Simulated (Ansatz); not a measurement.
```yaml
crystal:
  periodic: [false, false, false]
  atoms:
    - {symbol: N, position_ang: [-0.658679, 0.703781, 0.018693]}
    - {symbol: Si, position_ang: [0.050417, 0.117934, -0.422926]}
    - {symbol: C, position_ang: [0.516744, -0.621148, 0.459430]}
    - {symbol: F, position_ang: [-0.097475, -0.986237, 0.764936]}
    - {symbol: H, position_ang: [-1.028882, 1.178113, -0.328788]}
    - {symbol: H, position_ang: [-1.086310, 0.520197, 0.420313]}
    - {symbol: H, position_ang: [-0.292554, -0.533430, -1.055319]}
    - {symbol: H, position_ang: [0.675013, 0.727566, -0.920094]}
    - {symbol: H, position_ang: [1.130052, -1.105103, 0.184570]}
    - {symbol: H, position_ang: [0.933718, -0.160045, 0.997056]}
basis:
  gaussian: {orbitals: def2-mTZVPP}
hamiltonian: {xc: {name: B97M-V}, pseudopotentials: {relativity: scalar}}
```

```sh
$ ansatz run in.yaml --threads 2 --pin off --events-out ev --progress --plain --max-ram 4352MiB
```

Shortened log:

```
Functional definition: B97M-V
1082 factors; their error is unknown
mean field evaluation 1: about -13101.2359 eV, gradient 1.4e2 eV
mean field evaluation 2: about -13021.9734 eV, gradient 2.3e2 eV
mean field evaluation 4: about -13131.5930 eV, gradient 1.6e1 eV
mean field evaluation 8: about -13132.0002 eV, gradient 2.9e-1 eV
mean field evaluation 16: about -13131.9820 eV, gradient 6.1e-5 eV
mean field -13131.98198236 eV, -482.5914366746 hartree, gradient 6.1e-5 eV, S^2 0.000000; 0 other end points of the search recorded, 0 dependent functions left out
reference -13131.98203608 eV, -482.5914386489 hartree; 21, 21 occupied and 103, 103 virtual orbitals, 1082 factors
Total energy: -13131.98203608 eV, -482.5914386489 hartree
Relativity: scalar
```

In this input the geometry is squeezed to about two thirds of its size. The calculation finished and met its thresholds. The result belongs to that input, not to the molecule as meant.
